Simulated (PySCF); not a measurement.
Stretching NaBi

Set-up: PySCF, scalar-relativistic core potentials, basis sets Na aug-cc-pVDZ, Bi aug-cc-pVDZ-PP with ECP60. Energies in eV from Na + Bi in their ground configurations at the same level. State: ³Σ⁻ (triplet), unpaired electrons π ↑↑.

All columns are M06-2X. A positive dipole means Na(−)Bi(+).

```
R (Å)  E (eV)  μ (D)  Mulliken charge on Na (basis-dependent)  HOMO (eV)  LUMO (eV)  Mayer bond order  ⟨S²⟩
2.580  -0.718  -5.73                                     0.33      -5.11      -2.03              1.03  2.03
2.700  -0.898  -5.86                                     0.29      -5.05      -1.97              1.00  2.04
2.820  -0.992  -5.89                                     0.26      -4.98      -1.92              0.96  2.05
2.910  -1.021  -5.85                                     0.25      -4.92      -1.90              0.92  2.07
3.000  -1.023  -5.78                                     0.25      -4.85      -1.95              0.88  2.08
3.090  -1.006  -5.65                                     0.26      -4.78      -2.11              0.83  2.11
3.210  -0.961  -5.38                                     0.27      -4.69      -2.36              0.76  2.15
3.360  -0.885  -4.84                                     0.27      -4.60      -2.70              0.67  2.23
3.540  -0.782  -4.05                                     0.25      -4.54      -3.11              0.56  2.33
3.780  -0.647  -3.29                                     0.21      -4.47      -3.50              0.45  2.46
```

A fit through these points gives, at Re = 2.965 Å, μ = -5.81 D and dμ/dR = 0.877 D/Å; the reduced mass is 20.71 u.

Q: How strong is the fundamental in the double-harmonic approximation, I = 42.26·(dμ/dR)²/μred km/mol?

A: I = 42.26·(0.877)²/20.71 = 1.57 km/mol at M06-2X.

⟨S²⟩ of the unrestricted solution departs from its pure value on part of the curve, where spin states mix. These are scalar-relativistic numbers at best; spin–orbit coupling would shift them, the dissociation energy most. The state was picked by a PBE0 search and need not be the measured ground state.
